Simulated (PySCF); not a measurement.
A structure optimised at PBE-D3(BJ)/def2-TZVP, used in a PySCF frequency run:

```
C
C 1 1.3120
H 2 1.0938 1 122.62
H 2 1.1030 3 115.90 1 -180.00
C 1 1.4619 2 141.26 3 -180.00
H 5 1.1013 1 111.39 2 120.16
H 5 1.1013 6 107.23 1 -122.11
H 5 1.1089 6 107.71 7 -115.69
```
Charge 0, spin multiplicity 2.

Write its SMILES, formula and point group.

C=[C]C, C3H5, Cs

What are its rotational constants (standard atomic weights)?

75.550, 8.6061, 8.1194 GHz
